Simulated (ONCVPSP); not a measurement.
# Configuration tests for tungsten (W) (ONCV)

```
Element                 : tungsten
Generator               : ONCVPSP 4.0.1
Type                    : optimised norm-conserving Vanderbilt (ONCV)
Functional              : PBEsol
Relativity              : non-relativistic
Frozen core             : [Kr] 4d10 4f14
Valence charge          : 14
Reference configuration : 5s2 5p6 5d4 6s2
Partial waves           : 5s+6s: rc 1.90 bohr, ncon 4, nbas 8, qcut 8.4 1/bohr, 2 projectors; 5p: rc 1.45 bohr, ncon 3, nbas 6, qcut 6 1/bohr, 2 projectors, debl 0.5 Ha; 5d: rc 2.60 bohr, ncon 3, nbas 7, qcut 6.1 1/bohr, 2 projectors, debl 3.9 Ha
Local potential         : polynomial inside 1.15 bohr (lpopt 5, dvloc0 2 Ha)
Core correction         : Teter function, parameters optimised by the program
```

In the p channel the program set the typed energies aside and used -1.499, 0.250 Ha.

Energies are relative to the spin-unpolarised reference configuration 5s2 5p6 5d4 6s2; without spin polarisation the order of configurations can differ from experiment.

| valence configuration | charge | ΔE all-electron (eV) | error AE − PS (meV) |
| --- | --- | --- | --- |
| 5s2 5p6 5d4 6s1 | +1 | 7.694 | 0.0 |
| 5s2 5p6 5d4 6s0 | +2 | 21.570 | +0.3 |
| 5s2 5p6 5d3 6s2 6p1 | 0 | 5.431 | +8.1 |

Q: What are ΔE and the potential's error for 5s2 5p6 5d3 6s0?

A: ΔE = 47.734 eV all-electron; the error (AE − PS) is +3.8 meV.

Note: no bound ghost flagged; GHOST(+) flagged for s at 92.6 eV.
